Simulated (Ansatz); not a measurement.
The molecule GeH, multiplicity 2 (the spin of the measured ground state). No spin–orbit coupling. Ge is treated without relativity.

```json
[
 {"level": "SVWN5/def2-TZVPP", "bond energy D_e (kcal/mol)": "76.95"},
 {"level": "PBE/def2-TZVPP", "bond energy D_e (kcal/mol)": "67.33"},
 {"level": "r2SCAN/def2-TZVPP", "bond energy D_e (kcal/mol)": "68.14"},
 {"level": "B97M-V/def2-TZVPP", "bond energy D_e (kcal/mol)": "70.92"},
 {"level": "B3LYP/def2-TZVPP", "bond energy D_e (kcal/mol)": "69.62"},
 {"level": "PBE0/def2-TZVPP", "bond energy D_e (kcal/mol)": "66.31"},
 {"level": "BHLYP/def2-TZVPP", "bond energy D_e (kcal/mol)": "67.95"},
 {"level": "CAM-B3LYP/def2-TZVPP", "bond energy D_e (kcal/mol)": "69.44"},
 {"level": "wB97X-V/def2-TZVPP", "bond energy D_e (kcal/mol)": "69.96"},
 {"level": "wB97M-V/def2-TZVPP", "bond energy D_e (kcal/mol)": "68.55"},
 {"level": "B2PLYP/def2-TZVPP", "bond energy D_e (kcal/mol)": "67.88"},
 {"level": "CCSD/def2-TZVPP", "bond energy D_e (kcal/mol)": "66.61"},
 {"level": "CCSD/def2-QZVPP", "bond energy D_e (kcal/mol)": "67.73"},
 {"level": "CCSD(T)/def2-TZVPP", "bond energy D_e (kcal/mol)": "67.15"},
 {"level": "CCSD(T)/def2-QZVPP", "bond energy D_e (kcal/mol)": "68.38"}
]
```

The rows run from 66.31 (PBE0/def2-TZVPP) to 76.95 kcal/mol (SVWN5/def2-TZVPP). From def2-TZVPP to def2-QZVPP CCSD(T) changes by 1.22. The 11 functionals in def2-TZVPP without D3 or D4 span 10.64, from PBE0 to SVWN5.

D_e counts from the fitted minimum to each atom's lowest state at the same level, without counterpoise.

Correlated levels freeze the inner cores; with def2 sets outer-core shells near the valence are correlated too.

The values were computed with Ansatz (an electronic-structure program) with Gaussian orbitals. Each number belongs to the level named beside it.
